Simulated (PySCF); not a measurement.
An equivalent PySCF input for N(2+) (nitrogen, charge +2), [He] 2s2 2p1, 2P determinant, with scalar relativity by spin-free X2C-1e:

```python
from pyscf import gto, scf, dft, mp, cc
import basis_set_exchange as bse
mol = gto.M(atom="N 0 0 0", charge=2, spin=1, symmetry="D2h",
            basis=gto.basis.parse(bse.get_basis("jorge-DZP-DKH", elements=["N"], fmt="nwchem", header=False)),
            nucmod="G")
mf = scf.UHF(mol).sfx2c1e()
mf.irrep_nelec = {'Ag': (2, 2), 'B2u': (1, 0)}
mf.kernel()
```

It reaches the same state as the run whose output follows, and the same energy. The run itself started from symmetry-adapted Hartree-Fock orbitals and held the occupation by maximum overlap, so the iterations belong to that start.

```
SCF conv_tol = 1e-09
number electrons alpha = 3  beta = 2
cycle= 1 E= -52.8372268970938  delta_E= -0.00352  |g|= 0.0229  |ddm|= 0.0379
cycle= 2 E= -52.8374294731377  delta_E= -0.000203  |g|= 0.00552  |ddm|= 0.00924
cycle= 3 E= -52.8374420941386  delta_E= -1.26e-05  |g|= 6.53e-05  |ddm|= 0.00298
cycle= 4 E= -52.8374420972136  delta_E= -3.07e-09  |g|= 1.35e-05  |ddm|= 8.91e-05
cycle= 5 E= -52.8374420973568  delta_E= -1.43e-10  |g|= 1.13e-06  |ddm|= 2.48e-05
converged SCF energy = -52.8374420973568  <S^2> = 0.7536664  2S+1 = 2.003663
```
